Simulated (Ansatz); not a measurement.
Energy needed to pull apart CHFI (SMILES F[CH]I), doublet, into free ground-state atoms, from the structure below (displaced at random from a GFN2-xTB minimum); no zero-point or spin–orbit terms; open-shell atoms are treated unrestricted, in their ground-state multiplicity.

```
4
angstrom
F -0.1024 -1.2236 0.8194
C 0.1902 -0.0505 0.1370
I -1.2985 0.7860 -1.1886
H 1.2105 0.4928 0.3417
```

Program: Ansatz 0.2.0. Basis: def2-TZVPP. Cores are frozen in the correlated methods; orbitals are unrestricted. Filled d shells of the heavier atoms are correlated. Core potentials replace the inner electrons of the atoms past krypton. The def2 sets are not built for correlating such inner shells, so the correlated values are less sure here.

| method | atomization energy (eV) |
| --- | --- |
| PBE-D4 | ? |
| r2SCAN-D4 | ? |
| PBE0-D4 | 11.56 |
| r2SCANh-D4 | 11.44 |
| BHLYP-D4 | 10.56 |
| wB97M-V | 11.26 |
| HF | 7.13 |
| MP2 | 11.27 |
| CCSD | 10.58 |
| CCSD(T) | 10.92 |

What does r2SCAN-D4 give? (To be estimated.)

Computed: 11.66 eV, which is about 0.73 eV more than CCSD(T)/def2-TZVPP.

What does PBE-D4 give? (An estimate is asked for; the value comes from the calculation.)

Computed: 12.24 eV, which is about 1.31 eV more than CCSD(T)/def2-TZVPP.

In triple zeta the MP2 and coupled-cluster atomization energies are still short of their basis limit by a few kcal/mol a bond, whereas those of the functionals are nearly converged, so these differences are not deviations from converged CCSD(T).

T1 diagnostic: at most 0.018. ⟨S²⟩ of the unrestricted Hartree–Fock references: 0.80 (a pure state has 0.75). The unrestricted reference is spin-contaminated, which hurts MP2 most.

For scale, one of the runs: CCSD(T)/def2-TZVPP forces, 126 basis functions (an equivalent command: `ansatz run in.yaml --threads 8`). Time: 3.6 min of wall clock on 8 CPU threads; the host was shared. Peak host memory: 3.3 GiB.
